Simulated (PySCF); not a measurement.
Ne⁺: ionisation energy

Ne⁺ [He] 2s2 2p5 (2P) → Ne²⁺ [He] 2s2 2p4 (3P), as a difference of total energies. All numbers are calculated (PySCF 2.14, the spin-free X2C one-electron Hamiltonian (Gaussian nucleus), in aug-cc-pCVTZ-DK with one added diffuse shell each of s, p, d, f type (8s7p5d3f, 75 functions)). Correlated levels: valence: 1s2 frozen; valence and next inner shell: nothing frozen. The calculations carry no spin-orbit coupling.

| method | ionisation energy (eV) | error (eV) |
| --- | --- | --- |
| UHF | 39.239 | -1.724 |
| LDA | 41.416 | +0.453 |
| PBE | 41.132 | +0.169 |
| PBE0 | 40.990 | +0.027 |
| r2SCAN | 41.119 | +0.156 |
| r2SCANh | 41.060 | +0.097 |
| TPSS | 40.925 | -0.038 |
| wB97X-V | 40.999 | +0.036 |
| HSE06 | 41.014 | +0.051 |
| MP2 (valence) | 40.757 | -0.206 |
| SCS-MP2 (valence) | 40.753 | -0.210 |
| MP2 (valence and next inner shell) | 40.782 | -0.181 |
| SCS-MP2 (valence and next inner shell) | 40.766 | -0.197 |

Reference: 40.963 eV (measured; NIST Atomic Spectra Database, ionization energies).

Errors of the correlated levels include the incompleteness of this basis and the frozen core.
